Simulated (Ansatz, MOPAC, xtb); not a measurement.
Spectroscopic constants of WH, multiplicity 6 (lowest of 2S+1 = 2, 4, 6, 8 at CCSD(T)/def2-TZVPP on PBE0 minima; our sources give no spin for the ground state, which may be another). No spin–orbit coupling.

The constants come from a fifth-degree fit in 1/R (seven points, main isotopes). Runs in def2 and cc sets follow the lowest solution found near the PBE0 minimum.

Run with Ansatz (a first-principles code); MOPAC for PM6 (differences of heats of formation); xtb for the GFN methods. Values without a source in brackets are computed. In def2 rows elements past Kr take small-core potentials, without spin–orbit coupling. The GFN methods have no spin term and hold the electronic entropy of 300 K.

```tsv
level	r_e (Å)	ω_e (cm⁻¹)	ω_e x_e (cm⁻¹)	α_e (cm⁻¹)	dipole (D)
PM6	1.652	2498	20	0.071	-
GFN1-xTB	1.814	1321	-17	0.16	-
SVWN5/def2-TZVPP	1.708	1927	30	0.14	1.68
PBE/def2-TZVPP	1.715	1896	30	0.14	1.80
r2SCAN/def2-TZVPP	1.714	1910	30	0.14	2.00
B97M-V/def2-TZVPP	1.736	1811	29	0.14	2.11
B3LYP/def2-TZVPP	1.719	1902	28	0.14	1.95
PBE0/def2-TZVPP	1.712	1925	29	0.14	2.04
BHLYP/def2-TZVPP	1.720	1922	26	0.13	2.22
CAM-B3LYP/def2-TZVPP	1.720	1919	27	0.13	2.09
wB97X-V/def2-TZVPP	1.720	1924	26	0.13	2.16
wB97M-V/def2-TZVPP	1.719	1917	27	0.13	2.18
B2PLYP/def2-TZVPP	1.712	1933	27	0.13	-
CCSD/def2-TZVPP	1.714	1922	27	0.13	-
CCSD/def2-QZVPP	1.712	1925	26	0.13	-
CCSD(T)/def2-TZVPP	1.713	1918	28	0.14	-
CCSD(T)/def2-QZVPP	1.711	1922	27	0.13	-
CCSD(T)/CBS(def2-TZVPP, def2-QZVPP)	1.708	1927	27	0.12	-
```

Correlated levels freeze the inner cores; with def2 sets outer-core shells near the valence are correlated too. CBS(a, b) extrapolates the correlation energy as X⁻³ and adds the Hartree–Fock energy of set b. The state that PM6 reach isn't checked.
